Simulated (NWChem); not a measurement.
Molecule: C3Cl3F; SMILES FC(Cl)=C=C(Cl)Cl

Give the equilibrium geometry at PBE0/def2-SVP (NWChem) as an XYZ file, with the point group.

point group Cs; any orientation.
```
7

F     -1.5763    -2.1128     0.0000
C     -0.4009    -1.5166     0.0000
Cl     0.8962    -2.6411     0.0000
C     -0.2426    -0.2192     0.0000
C     -0.0512     1.0731     0.0000
Cl     0.0855     1.9995     1.4497
Cl     0.0855     1.9995    -1.4497
```
